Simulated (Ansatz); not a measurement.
Mulliken charges of `[NH2][Al]1[O][GeH2]1` from r2SCAN/def2-TZVPP in Ansatz (PBE0-D4/def2-TZVP geometry).

| atom | x (Å) | y (Å) | z (Å) | charge (e) |
| --- | --- | --- | --- | --- |
| N1 | -0.814 | 1.982 | -0.420 | -0.452 |
| Al2 | -0.131 | 0.407 | -0.067 | 0.445 |
| O3 | 1.101 | -0.260 | 0.902 | -0.497 |
| Ge4 | 0.458 | -1.830 | 0.101 | 0.263 |
| H5 | -0.499 | 2.848 | -0.012 | 0.160 |
| H6 | -1.575 | 2.146 | -1.057 | 0.162 |
| H7 | 1.588 | -2.532 | -0.684 | -0.040 |
| H8 | -0.036 | -2.819 | 1.181 | -0.040 |

Problem. By hand: the dipole of these point charges (1 e Å = 4.8032 D).

Solution. Σ q r = (-0.514, -0.049, -0.455) e Å, of length 0.688 e Å = 3.30 D.

Problem. How does the dipole of the full density compare? (An estimate is asked.)

Solution. Ansatz gave: (-0.417, 0.406, -0.301) e Å, 3.15 D; the point charges give 1.05 times that, at 43° from its direction.

Point charges leave out the atoms' own dipoles, such as those of lone pairs, and Mulliken's split depends on the basis, so the two needn't agree.
